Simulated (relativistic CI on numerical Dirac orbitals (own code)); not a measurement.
Calculated at this level of theory: Dirac-Coulomb-Breit CI, separate exchange-only KLI orbitals for each configuration, a model potential for QED, unscaled Slater integrals (own radial code, finite nucleus).

The strongest absorption lines from the ground level of an ion, among the configurations computed and to levels below about 979 eV (vacuum wavelength in Å, gf): 18.584 (0.16), 20.874 (0.51), 51.827 (2.9), 69.184 (1.2), 87.242 (0.0047).

Which ion is it?
A. Er XXXIII
B. Lu XXXIV
C. Ir XLII
D. Lu XXXVI

D. Lu XXXVI has 36 electrons and the ground level 4s²4p⁶ ¹S0; the strongest line goes to 4s²4p⁵4d ¹P°1. The pattern of lines fixes the number of electrons, and along that sequence the line energies rise steadily with the charge (about as its square where n changes within one kind of shell, about linearly where n is kept but much faster in heavy ions where fine structure, which grows about as Z⁴, sets the gap, and irregularly where shells cross), which fixes Z. Configurations outside the model, such as inner-shell arrays, can give stronger lines. At this charge energies of transitions that change n are usually good to better than 1 %, and those within a shell (Δn = 0) to a few per cent.

LS names give the leading component of a level, which can be under half, so a name can repeat, a term be missing and a line seem to break the LS rules.
